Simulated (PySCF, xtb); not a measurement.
C₄H₇BFN, SMILES C=C=CB(F)NC.

Geometry optimised at r2SCAN-D4/def2-SVP. This is a generated structure with no PubChem entry under its InChIKey; it may be hypothetical. One conformer was computed; it need not be the lowest.

These are C-PCM-B3LYP/def2-SVP (PySCF) values and carry that method's errors.

The values are the electrostatic part of the solvation free energy, E(continuum) − E(gas) at the gas-phase geometry, in a cavity of scaled van der Waals radii (PySCF's table); cavitation and dispersion terms are not included. In vacuum the orbital gap is 6.17 eV. The dipole moment in vacuum is 2.21 D.

```
solvent             ε  ΔG(elec) (kcal/mol)  dipole (D)  gap (eV)
--------------  -----  -------------------  ----------  --------
water           78.36                 -3.4        2.90      6.10
ethylethanoate   5.99                 -2.8        2.76      6.12
n-hexane         1.88                 -1.5        2.49      6.14
```

For comparison, GFN2-xTB/ALPB(water) (xtb, at the GFN2-xTB geometry, all terms of that model) gives -3.8 kcal/mol.
